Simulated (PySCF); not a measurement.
Exercise with solution: dipole moment from atomic charges

W(NH)2(F)(Cl) (ClFH2N2W), SMILES [NH]=[W](=[NH])([F])[Cl], multiplicity 1. Atoms are numbered in the order given.

```xyz
7

W     -0.0093     0.1939     0.0000
N     -0.9068     0.6560    -1.4286
H     -1.6959     1.0413    -1.9420
N     -0.9068     0.6560     1.4286
H     -1.6959     1.0413     1.9420
F      1.6194     1.1414     0.0000
Cl     0.1293    -2.1112     0.0000
```
Charge 0, spin multiplicity 1.

The structure is a stationary point at B3LYP-D3(BJ)/def2-SVP. The spin state was assumed, not searched. The structure was generated by enumeration; whether it is a known compound was not checked. The def2 effective core potentials stand for the cores of W; spin–orbit coupling is left out.

Charges (e) from CAM-B3LYP/def2-TZVP (PySCF):

```json
[
 {"atom": "W1", "Mulliken": "1.368", "ESP fit": "1.121"},
 {"atom": "N2", "Mulliken": "-0.576", "ESP fit": "-0.740"},
 {"atom": "H3", "Mulliken": "0.254", "ESP fit": "0.413"},
 {"atom": "N4", "Mulliken": "-0.576", "ESP fit": "-0.740"},
 {"atom": "H5", "Mulliken": "0.254", "ESP fit": "0.413"},
 {"atom": "F6", "Mulliken": "-0.399", "ESP fit": "-0.260"},
 {"atom": "Cl7", "Mulliken": "-0.326", "ESP fit": "-0.206"}
]
```

The dipole moment of the full density is 2.66 D.

What dipole moment does each set of point charges give, and which comes closer to that of the density?


μ = Σ q r, and 1 e Å = 4.8032 D.
Mulliken: Σ q r = (-0.518, 0.271, 0.000) e Å, |μ| = 2.81 D.
ESP fit: Σ q r = (-0.517, 0.245, 0.000) e Å, |μ| = 2.75 D.
ESP fit comes closer in size. Point charges leave out the atoms' own dipoles (lone pairs, polarised bonds); fits to the potential absorb them, partitions of the density don't.
